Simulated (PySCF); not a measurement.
A structure optimised at PBE-D3(BJ)/def2-SVP, used in a PySCF frequency run:

```xyz
8

Al    -1.0535    -0.5077     0.0000
H     -2.6295    -0.4344     0.0000
Br     0.2583     1.3479     0.0000
O     -0.3232    -2.0469     0.0000
C      0.9747    -2.5853     0.0000
H      1.1262    -3.2263     0.8968
H      1.1262    -3.2263    -0.8968
H      1.7686    -1.8035     0.0000
```

### Question
Write its SMILES, formula and point group.

### Answer
C[O][AlH][Br], CH4AlBrO, Cs

### Question
What are its rotational constants (standard atomic weights)?

### Answer
8.1516, 1.5653, 1.3243 GHz
